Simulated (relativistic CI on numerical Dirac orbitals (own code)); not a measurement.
## Line list: Electric-dipole lines, Pb11+

Computed by Dirac-Coulomb-Breit CI, separate exchange-only KLI orbitals for each configuration, model QED (radiative potential, 1s self-energy scaled to tabulated hydrogen-like ionisation energies), unscaled Slater integrals (own radial code, finite nucleus).

Configuration list (outside the closed core [Kr] 4d10 4f14): 5s²5p⁶5d³, 5s²5p⁶5d²6s, 5s²5p⁶5d²5f, 5s²5p⁵5d⁴, 5s²5p⁶5d²6p, 5s²5p⁶5d²5g, 5s²5p⁶5d6s6p, 5s5p⁶5d⁴, 5s²5p⁶5d5f6s, 5s²5p⁶5d²6d, 5s²5p⁶5d6s², 5s²5p⁶5f6s², 5s²5p⁶6s²6p, 5s²5p⁶5g6s², 5s²5p⁶5d5f², 5s²5p⁶5f²6s, 5s²5p⁶5f³, 5s²5p⁶5f²6p, 5s²5p⁶5f²5g, 5s²5p⁶5d6p², 5s²5p⁶6s6p², 5s²5p⁶5f6p², 5s²5p⁶6p³, 5s²5p⁶5g6p², 5s²5p⁶5d5f6p, 5s²5p⁶5f6s6p, 5s²5p⁶5f5g6p, 5s²5p⁶5d5g², 5s²5p⁶5g²6s, 5s²5p⁶5f5g², 5s²5p⁶5g²6p, 5s²5p⁶5g³. Double excitations out of closed p, d and f shells are left out; levels of such configurations are missing from the list, as are those of other unlisted configurations, and high levels can miss mixing partners. These lack a partner that the ground configuration has and come out too high: 5s²5p⁶5d²6d.

```tsv
λ vac (nm)	Lower	Upper	A (s⁻¹)	log gf	S velocity/length
15.810	5s²5p⁶5d³ ⁴F5/2 [2]	5s²5p⁵5d⁴ ²P°3/2 [200]	3.15e+10	-0.33	0.59
16.082	5s²5p⁶5d³ ⁴F5/2 [2]	5s²5p⁶5d²5f ⁴P°3/2 [186]	4.87e+10	-0.12	0.61
16.174	5s²5p⁶5d³ ⁴F3/2 [1]	5s²5p⁶5d²6p ²P°1/2 [148]	7.01e+10	-0.26	0.61
17.969	5s²5p⁶5d³ ²H11/2 [12]	5s²5p⁶5d²6p ²H°11/2 [163]	1.97e+10	0.06	0.88
18.485	5s²5p⁶5d³ ⁴F5/2 [2]	5s²5p⁶5d²6p ⁴F°3/2 [62]	2.62e+10	-0.27	0.87
18.486	5s²5p⁶5d³ ²G9/2 [16]	5s²5p⁶5d²6p ²F°7/2 [168]	4.00e+10	0.21	0.89
18.592	5s²5p⁶5d³ ⁴F9/2 [9]	5s²5p⁶5d²6p ⁴D°7/2 [105]	2.93e+10	0.08	0.88
18.705	5s²5p⁶5d³ ²G7/2 [8]	5s²5p⁶5d²6p ²F°5/2 [99]	3.00e+10	-0.02	0.90
18.752	5s²5p⁶5d³ ²G9/2 [16]	5s²5p⁶5d²6p ²G°9/2 [158]	2.82e+10	0.17	0.90
18.823	5s²5p⁶5d³ ⁴F7/2 [4]	5s²5p⁶5d²6p ⁴F°5/2 [64]	3.49e+10	0.05	0.86
18.845	5s²5p⁶5d³ ²H11/2 [12]	5s²5p⁶5d²6p ²G°9/2 [120]	4.35e+10	0.36	0.85
18.900	5s²5p⁶5d³ ²G9/2 [5]	5s²5p⁵5d⁴ ⁴F°7/2 [66]	1.35e+10	-0.24	0.82
18.927	5s²5p⁶5d³ ²G9/2 [5]	5s²5p⁶5d²6p ²G°7/2 [65]	2.71e+10	0.07	0.89
19.092	5s²5p⁶5d³ ⁴F3/2 [1]	5s²5p⁶5d²6p ⁴D°1/2 [40]	3.68e+10	-0.40	0.85
19.438	5s²5p⁶5d³ ⁴F7/2 [4]	5s²5p⁶5d²6p ⁴D°7/2 [51]	1.62e+10	-0.13	0.80
19.441	5s²5p⁶5d³ ²G7/2 [8]	5s²5p⁶5d²6p ²G°7/2 [73]	1.59e+10	-0.14	0.78
19.585	5s²5p⁶5d³ ⁴F7/2 [4]	5s²5p⁶5d²6p ⁴D°5/2 [47]	2.09e+10	-0.14	0.84
19.601	5s²5p⁶5d³ ²G9/2 [5]	5s²5p⁶5d²6p ⁴D°7/2 [51]	1.47e+10	-0.17	0.84
19.648	5s²5p⁶5d³ ⁴F5/2 [2]	5s²5p⁶5d²6p ⁴F°5/2 [43]	2.27e+10	-0.10	0.81
19.743	5s²5p⁶5d³ ²G9/2 [5]	5s²5p⁶5d²6p ²G°9/2 [49]	2.10e+10	0.09	0.81
19.791	5s²5p⁶5d³ ⁴F3/2 [1]	5s²5p⁶5d²6p ⁴F°3/2 [37]	4.42e+10	0.02	0.80
51.742	5s²5p⁶5d²6s ⁴F7/2 [22]	5s²5p⁶5d²6p ⁴F°7/2 [96]	4.74e+09	0.18	1.10
51.743	5s²5p⁶5d²6s ⁴F9/2 [25]	5s²5p⁶5d²6p ²G°9/2 [120]	4.06e+09	0.21	1.05
51.804	5s²5p⁶5d²6s ⁴F3/2 [20]	5s²5p⁶5d²6p ⁴F°3/2 [62]	8.17e+09	0.12	1.11
52.049	5s²5p⁶5d²6s ²G9/2 [31]	5s²5p⁶5d²6p ²H°11/2 [163]	9.10e+09	0.65	0.76
52.174	5s²5p⁶5d²6s ⁴F7/2 [22]	5s²5p⁶5d²6p ⁴G°9/2 [93]	9.52e+09	0.59	0.84
52.357	5s²5p⁶5d²6s ⁴F5/2 [21]	5s²5p⁶5d²6p ²G°7/2 [65]	6.94e+09	0.36	0.85
52.389	5s²5p⁶5d²6s ⁴F9/2 [25]	5s²5p⁶5d²6p ⁴G°11/2 [114]	8.93e+09	0.64	0.79
53.908	5s²5p⁶5d²6s ⁴P5/2 [27]	5s²5p⁶5d²6p ⁴D°7/2 [105]	5.63e+09	0.29	0.88
75.857	5s²5p⁶5d²6s ⁴F9/2 [25]	5s²5p⁶5d²6p ²G°9/2 [49]	1.80e+09	0.19	0.98
```

Terms are leading LS components. Brackets give the number of a level in order of energy, since labels repeat. The list gives strong lines, with weight on those to low levels, among the lowest 200 of 1964 levels, so that lines to higher ones, which can be the strongest, are missing. Levels whose partners in the same complex of configurations lie outside the list can be far off, and so can their lines. Rates are taken at the computed energies, electric ones in the length gauge. A velocity-to-length ratio far from 1 marks an uncertain rate.

At this charge energies of transitions that change n are usually good to better than 1 %, and those within a shell (Δn = 0) to a few per cent. Terms inside the open d or f shell come out 10 to 20 % too wide with unscaled integrals. Levels and lines within the n = 5 or 6 shells can be off by up to 10 % or somewhat more, and those that change n by about 2 %, since core polarisation is missing.

LS names give the leading component of a level, which can be under half, so a name can repeat, a term be missing and a line seem to break the LS rules.
